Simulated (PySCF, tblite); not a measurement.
Isomers of C6H11PS, one GFN2-xTB conformer each. Single-point energies are computed at PBE0/pcSseg-1 (PySCF, gas phase, no added dispersion term), electronic only.

```csv
SMILES,GFN2-xTB relative energy (kJ/mol)
S=[PH](C1CC1)C1CC1,12.9
C=C[C@@H]1[C@@H](C)C[P@H]1=S,0.0
```

Conformers: `[S:1]=[PH:2]([CH:3]1[CH2:4][CH2:5]1)[CH:6]1[CH2:7][CH2:8]1` with S1–P2–C3–C4 34°, S1–P2–C6–C7 -46°; `[CH2:1]=[CH:2][C@@H:3]1[C@@H:4]([CH3:5])[CH2:6][P@H:7]1=[S:8]` with C1–C2–C3–C4 -139°, C2–C3–C4–C5 94°, C3–C4–C6–P7 21°, C4–C6–P7–S8 -141°, C2–C3–P7–C6 140°.

Problem. What does PBE0/pcSseg-1 give for the same structures?

Solution. 
```tsv
SMILES	PBE0/pcSseg-1 E (Eh)	PBE0/pcSseg-1 (kJ/mol)	GFN2-xTB (kJ/mol)	point group
C=C[C@@H]1[C@@H](C)C[P@H]1=S	-974.17033	0.0	0.0	C1
S=[PH](C1CC1)C1CC1	-974.15558	38.7	12.9	near Cs
```

Both levels put the same isomer lowest. As drawn, the lower has a four-membered ring and a C=C bond outside aromatic rings, which the higher lacks; the higher has a three-membered ring, which the lower lacks.

Problem. Which frontier levels, dipoles and rotational constants go with these structures?

Solution. 
```json
{"SMILES": "C=C[C@@H]1[C@@H](C)C[P@H]1=S", "HOMO (eV, PBE0/pcSseg-1)": "-6.53", "LUMO (eV)": "-0.39", "dipole (D)": "4.62", "A, B, C (MHz)": "1779, 1082, 748.8"}
{"SMILES": "S=[PH](C1CC1)C1CC1", "HOMO (eV, PBE0/pcSseg-1)": "-6.66", "LUMO (eV)": "0.81", "dipole (D)": "4.23", "A, B, C (MHz)": "2162, 1135, 907.2"}
```

Problem. What happens when harmonic zero-point energies from GFN2-xTB frequencies are added?

Solution. 
| SMILES | ZPE (kJ/mol) | electronic (kJ/mol) | with ZPE (kJ/mol) |
| --- | --- | --- | --- |
| C=C[C@@H]1[C@@H](C)C[P@H]1=S | 399.5 | 0.0 | 0.0 |
| S=[PH](C1CC1)C1CC1 | 401.1 | 38.7 | 40.3 |

The zero-point energies span 1.6 kJ/mol. The order is unchanged.

Problem. As an exercise, what shares would exp(−E/RT) give at 1000 K from these electronic energies alone (no entropy, no degeneracies)?

Solution. RT = 8.314 kJ/mol: C=C[C@@H]1[C@@H](C)C[P@H]1=S 99.1 %, S=[PH](C1CC1)C1CC1 0.9 %.
